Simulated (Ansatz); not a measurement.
Consider the substitution at a C–C bond: `O=CC(O)[SiH2]O` + `OCC1CO1` → `O=COCC1CO1` + `OC[SiH2]O`.

Isolated molecules relaxed with PBE0-D4/def2-TZVP in Ansatz; ΔE leaves out vibrations. CCSD(T)/CBS adds triple-zeta CCSD(T) − MP2 to the extrapolated MP2 energy (def2 sets, frozen cores). DFT in def2-TZVPP. B3LYP here is the variant with VWN-RPA as its local correlation; programs differ in this. One conformer a species, not always the lowest.

**Question.** Is it downhill or uphill in electronic energy at CCSD(T)/CBS, and by how much? (Estimate.)

**Answer.** Computed: Downhill: ΔE = -17.2 kJ/mol.

**Question.** What do these levels give: PBE-D4, B3LYP-D4, ωB97M-V, PBE, SCS-MP2/def2-TZVPP, CCSD(T)/def2-TZVPP? (Estimate.)

**Answer.** Ansatz gave: PBE-D4 -18.3, B3LYP-D4 -22.2, ωB97M-V -20.1, PBE -18.8, SCS-MP2/def2-TZVPP -21.4, CCSD(T)/def2-TZVPP -19.9 kJ/mol.

Largest T1 diagnostic among the species: 0.014.

In def2-TZVPP, CCSD(T) changes the Hartree–Fock value by +9.8 kJ/mol (the triples alone add −0.1 kJ/mol) and MP2 by +11.3 kJ/mol.
